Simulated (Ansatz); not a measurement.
Coupled-cluster run, `[CH3][GeH]([F])[F]`.

```yaml
crystal:
  periodic: [false, false, false]
  atoms:
    - {symbol: C, position_ang: [-0.327462, 0.971524, -0.228714]}
    - {symbol: Ge, position_ang: [0.203535, -0.811603, 0.254357]}
    - {symbol: F, position_ang: [1.873615, -0.782381, 0.707266]}
    - {symbol: F, position_ang: [0.164104, -1.798972, -1.166462]}
    - {symbol: H, position_ang: [-1.356995, 0.970942, -0.588012]}
    - {symbol: H, position_ang: [-0.248005, 1.632707, 0.634742]}
    - {symbol: H, position_ang: [0.329246, 1.333317, -1.020127]}
    - {symbol: H, position_ang: [-0.545837, -1.572835, 1.351150]}
basis:
  gaussian: {orbitals: def2-TZVPP}
correlation: {method: ccsd_t}
output: {orbitals: {seedname: orbitals}}
```

```sh
$ ansatz run in.yaml --threads 2 --pin off --events-out ev --progress --plain
```

Log, shortened:

```
Functional definition: HF
1221 factors; integrals over basis functions are off by at most 1.1e-3 eV
mean field evaluation 1: about -62980.9832 eV, gradient 4.4e1 eV
mean field evaluation 2: about -62981.0966 eV, gradient 4.4e1 eV
mean field evaluation 4: about -62984.5924 eV, gradient 3.3e0 eV
mean field evaluation 8: about -62984.6410 eV, gradient 2.8e-1 eV
mean field -62984.64122084 eV, -2314.6428723426 hartree, gradient 2.1e-6 eV, S^2 0.000000; 0 other end points of the search recorded, 0 dependent functions left out
12 core orbitals not correlated: weight in the atoms' cores, before any rotation towards them, 1.000 or more for the frozen orbitals, at most 0.000 for the correlated occupied ones
reference -62984.64122084 eV, -2314.6428723426 hartree; 18, 18 occupied and 167, 167 virtual orbitals, 1221 factors
second order -25.39187075 eV of doubles, -0.00000000 eV of singles
cycle   1  -25.07786970 eV  change    3.1e-1 eV  update   1.1e-1
cycle   2  -25.66949507 eV  change   -5.9e-1 eV  update   3.2e-2
cycle   3  -25.79748964 eV  change   -1.3e-1 eV  update   1.6e-2
cycle   4  -25.78289350 eV  change    1.5e-2 eV  update   3.2e-3
cycle   5  -25.78085595 eV  change    2.0e-3 eV  update   1.3e-3
cycle   6  -25.78169919 eV  change   -8.4e-4 eV  update   3.5e-4
cycle   7  -25.78163147 eV  change    6.8e-5 eV  update   1.3e-4
cycle   8  -25.78155267 eV  change    7.9e-5 eV  update   3.7e-5
cycle   9  -25.78155602 eV  change   -3.4e-6 eV  update   1.3e-5
perturbative correction -0.82020829 eV, -0.0301420989 hartree
Total energy: -63011.24298515 eV, -2315.6204691498 hartree
```

Hardware: 2 threads of a server CPU on a shared host. Wall time 120 s, peak host memory 2.6 GiB.

The correlation energy is -26.602 eV, 3.1 % of it from (T); the T1 diagnostic reads 0.0116.
